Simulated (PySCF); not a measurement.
**Which determinant of HgS lies lowest?**

Unrestricted PBE0; basis Hg cc-pVDZ-PP with ECP60, S cc-pV(D+d)Z; scalar-relativistic core potentials; PySCF 2.14. Outer shells of the fragments: Hg 5d10 6s2; S 3s2 3p4.

Followed along the bond (rough minima from three points):

```
2Ms+1  unpaired  ⟨S²⟩ at the start  R at minimum (Å)  Te (eV)
    3  σ ↑, π ↑               2.01              2.56     0.00
    1      none               0.00              2.25     0.11
    1  σ ↓, π ↑               1.01              2.50     0.22
```

Solutions found at the starting distance of 2.360 Å, counted from the lowest of them; the search is not exhaustive and high or unbound solutions are not listed, so other states can lie among these:

```
2Ms+1  unpaired   term  E (eV)  ⟨S²⟩  ⟨Lz²⟩  μ (D)
    3  σ ↑, π ↑     ³Π    0.00  2.01   1.01  -1.22
    1      none    ¹Σ⁺    0.12  0.00   0.00  -4.55
    1  σ ↓, π ↑  mixed    0.19  1.01   1.01  -1.33
    3      π ↑↑    ³Σ⁻    1.84  2.01   0.00   3.14
    1      π ↑↓  mixed    2.25  1.01   2.02   3.08
    3      σ ↑↑    ³Σ⁺    2.79  2.01   0.00  -3.55
```

A term symbol is given only where ⟨S²⟩ and ⟨Lz²⟩ are close to those of a pure state; real π, δ and φ orbitals otherwise mix terms. A positive dipole means Hg(−)S(+).

Spin–orbit coupling is left out. Counting both spins, an empty level lies below a filled one in some of these solutions, because spin and occupation are held.
